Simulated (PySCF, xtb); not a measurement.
FH2NO2W, SMILES [NH2][W](=[O])(=[O])[F], multiplicity 1.

GFN2-xTB in xtb at its own geometry gives an orbital gap of 4.16 eV and a dipole moment of 5.69 D.

Coordinates come from a PBE0-D3(BJ)/def2-SVP optimisation. The spin state was assumed, not searched. The structure was generated by enumeration; whether it is a known compound was not checked. The def2 effective core potentials stand for the cores of W; spin–orbit coupling is left out. Other conformers were not sampled.

Problem. What does M06-2X/def2-TZVP run with PySCF give? (The exact figures need the calculation; the answer reports its results.)

Solution. gap 9.76 eV (levels -10.52 and -0.76 eV), dipole 4.23 D.
